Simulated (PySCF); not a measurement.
Molecule: SMILES [Cl][Sr][Cl] (Cl2Sr). Atoms near the plane z = 0.0 Å, at the PBE0/def2-SVP optimised geometry (x, y, z in Å): Sr1 (-0.2, -0.7, 0.0), Cl2 (2.4, -0.7, 0.0), Cl3 (-2.4, 0.7, 0.0).

Level of theory: PBE0/def2-TZVP, def2 effective core potentials past Kr (PySCF 2.14.0). The core electrons that the potentials of Sr replace are not part of the density. Cells within 0.4 Å of a nucleus heavier than hydrogen are left out (blank, or x). The values are rescaled to run from 0 to 1.

```
|0000000000000000000000000000000|
|0000000000000000000000000000000|
|0000000000000000000000000000000|
|0000000000000000000000000000000|
|0000000000000000000000000000000|
|0000111211100000000000000000000|
|0011223332221000000000000000000|
|0122344444332100000000000000000|
|0233455555443210000000000000000|
|1234567776654321000011111100000|
|2345678887765432111222222211000|
|2356789998765433222333443332100|
|245789xxx9876544333445555443210|
|245789xxx9876666544556666654321|
|2456899x99877788765567787765431|
|2356789998778999876678999876432|
|23456778877799x99877899x9986542|
|12345666666899xx997789xxx987542|
|01234555556799xx997789xxx987542|
|0012334444578999987778999876532|
|0001223333467898876677888765432|
|0000112222345677655566777655321|
|0000000111234455444455665544321|
|0000000000112233333344444433210|
|0000000000000111122233333321100|
|0000000000000000011112222110000|
|0000000000000000000000000000000|
|0000000000000000000000000000000|
|0000000000000000000000000000000|
|0000000000000000000000000000000|
|0000000000000000000000000000000|
```
Scale: ten equal steps from 0.000 (start of '0') to 1.00 (end of '9'), in the order '0123456789'; x runs from -4.50 to 4.50, y from -4.50 (bottom) to 4.50 (top).

Question: Which quantity is mapped?
(A) electron localisation function
(B) electrostatic potential
(C) Laplacian of the electron density
(D) log10 of the electron density

Answer: D, log10 of the electron density. In full: log10 of the electron density (e/bohr³), floored at −4.
